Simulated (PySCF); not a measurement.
H₆OW, SMILES [OH][WH5], multiplicity 1. The structure is a stationary point at PBE0-D3(BJ)/def2-TZVP. The multiplicity is an assumed one; no other spin state was optimised. The structure was generated by enumeration; whether it is a known compound was not checked. The def2 effective core potentials stand for the cores of W; spin–orbit coupling is left out.

These are PBE0-D3(BJ)/def2-TZVP in PySCF 2.14.0 values and carry that method's errors.

Harmonic wavenumbers (cm⁻¹): 256, 347, 434, 551, 655, 714, 773, 862, 895, 1019, 1039, 1076, 1995, 1998, 2051, 2153, 2162, 3908. Rotational constants (GHz): 44.87, 7.516, 7.479; symmetry number 1.

### Question
Work out the zero-point energy and the ideal-gas rigid-rotor harmonic-oscillator thermochemistry at 298.15 K and 1 atm.

### Answer
ZPE = ½ Σ hcν = ½ × 22886 cm⁻¹ = 136.89 kJ/mol. H − E(el) = 151.66 kJ/mol. Entropy in J/(mol K): translation 175.19, rotation 93.60, vibration 23.80, total 292.59. G − E(el) = 64.43 kJ/mol. Cp = 76.72 J/(mol K).
